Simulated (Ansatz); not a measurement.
Computed with Ansatz on PBE0-D4/def2-TZVP structures; ΔE is electronic, products minus reactants. CBS: MP2 limit from def2 TZ/QZ plus the TZ coupled-cluster correction, frozen cores. DFT in def2-TZVPP. For Br, Ge, Se outer-core shells are correlated without core-valence functions, which leaves a few kJ/mol of doubt a bond. Scalar relativity is left out up to krypton. One conformer a species, not always the lowest.

Reaction (ligand exchange at a Ge–Se bond): `[OH][GeH2][SeH]` + HBr → `[OH][GeH2][Br]` + H₂Se

```csv
level,ΔE (kJ/mol)
r2SCAN0-D4,-25.0
BHLYP-D4,-27.2
r2SCAN,-24.4
CAM-B3LYP,-27.0
CCSD/def2-SVP,-26.1
HF/def2-TZVPP,-35.1
CCSD/def2-TZVPP,-24.5
CCSD(T)/def2-TZVPP,-23.0
```

Question: What does CCSD(T)/CBS give? (Best estimate.)

Answer: Computed: -22.6 kJ/mol. The listed levels differ from it by -2.4, -4.6, -1.8, -4.4, -3.5, -12.5, -1.9, -0.4 kJ/mol.

Largest T1 diagnostic among the species: 0.011.

From BLYP to BHLYP (50 % exact exchange), in def2-TZVPP and without D4, ΔE moves by −4.4 kJ/mol. Leaving LDA and LC-ωPBE aside and taking each functional with its dispersion term where it has one, the values, not all of them listed here, spread over 6.8 kJ/mol, from B97M-V to revPBE-D4. In def2-TZVPP, CCSD(T) changes the Hartree–Fock value by +12.1 kJ/mol (the triples alone add +1.5 kJ/mol) and MP2 by +12.5 kJ/mol.
